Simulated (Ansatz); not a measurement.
Total energies of the cluster Nb₂P₂ from Ansatz at r2SCAN-D4/def2-TZVP, gas phase (1 Eh = 27.2114 eV = 2625.5 kJ/mol). The reference geometry is relaxed at PBE0-D4/def2-SVP.

```xyz
4

Nb   -0.4028   -1.0920   -0.4085
Nb   -0.5044    1.0449    0.4187
P     0.5068   -0.6338    1.6996
P     0.4004    0.6809   -1.7098
```

| state | geometry | energy (Eh) |
| --- | --- | --- |
| charge 0 singlet | reference | -796.70673 |
| charge 1 doublet | reference | -796.45561 |
| charge 0 triplet | relaxed at PBE0-D4/def2-SVP | -796.68662 |
| charge 0 quintet | relaxed at PBE0-D4/def2-SVP | -796.65236 |
| free Nb atom (sextet) | – | -56.86030 |
| free P atom (quartet) | – | -341.23792 |

In the def2 sets Nb takes a core potential; there is no spin–orbit coupling.

Question: Work out the vertical ionisation energy to the doublet.

Answer: E(charge 1 doublet) − E(charge 0 singlet) = -796.45561 − (-796.70673) = 0.25112 Eh = 6.83 eV. For comparison, −ε of the highest occupied level is 4.64 eV at this level, 2.19 eV less.

Question: Which of the charge 0 states is lowest, and how far above it are the others?

Answer: The singlet. triplet: -796.68662 − (-796.70673) = 0.02011 Eh = 52.8 kJ/mol; quintet: -796.65236 − (-796.70673) = 0.05437 Eh = 142.7 kJ/mol.

Question: What is the binding energy per atom against free atoms?

Answer: Atoms: 2 × (-56.86030) + 2 × (-341.23792) = -796.19644 Eh. Binding: -796.19644 − (-796.70673) = 0.51029 Eh = 13.89 eV, or 3.47 eV for each of 4 atoms (no zero-point energy, no counterpoise term).

At r2SCAN-D4/def2-TZVP the charge 0 quintet is spin-contaminated (final ⟨S²⟩ up to 6.16, 6.00 for a pure state). 

The structure comes from a short search, and lower isomers may exist.
